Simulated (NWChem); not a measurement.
## Spin states of ditellurium (Te2)

```xyz
2

Te     0.0000     0.0000     1.2818
Te     0.0000     0.0000    -1.2818
```
Charge 0, spin multiplicity 3.

Everything below was run with NWChem. All single points use one geometry, from UPBE0/def2-SVP with def2 effective core potentials on Te, a minimum by its harmonic frequencies.

Basis set: def2-SVP. The gap is E(triplet) − E(singlet) at the geometry of the triplet, so a negative value puts the higher spin lower. Open shells are unrestricted, coupled cluster uses restricted open-shell references, and the singlet is the closed-shell solution. Where the lowest singlet needs several determinants, the single determinant used here isn't a pure state and places it wrongly.

Relative cost: rough, from shared machines, SCF included, B3LYP = 1.

Effective core potentials replace the inner electrons of Te; spin-orbit coupling is left out. The correlated methods keep 8 core orbitals frozen. B3LYP has NWChem's definition, with VWN1-RPA local correlation. The unpaired electrons of the parent sit in orbitals of symmetry b2g and b3g (D2h labels of the run); other states weren't searched. The stability of the SCF solutions was not checked. Open-shell Hartree-Fock references start from PBE0 orbitals; any time given for them includes that run. No row is a measurement; the coupled-cluster row has its own basis-set and correlation limits.

```
method      vertical singlet-triplet gap (kcal/mol)  relative cost            remark
----------  ---------------------------------------  -------------  ----------------
B3LYP                                         -17.9              1                 -
M06-2X                                        -19.1        under 3                 -
B2PLYP                                            …        under 3                 -
MP2                                               …        under 3                 -
BHandHLYP                                     -19.8        under 3                 -
CR-CCSD(T)                                    -14.6             70  large amplitudes
CCSD(T)                                           …             70  large amplitudes
HF                                            -26.8        under 3                 -
```

**Question.** What belongs in the gaps?

**Answer.** 
- B2PLYP, vertical singlet-triplet gap (kcal/mol): -17.1
- MP2, vertical singlet-triplet gap (kcal/mol): -16.5
- CCSD(T), vertical singlet-triplet gap (kcal/mol): -14.2
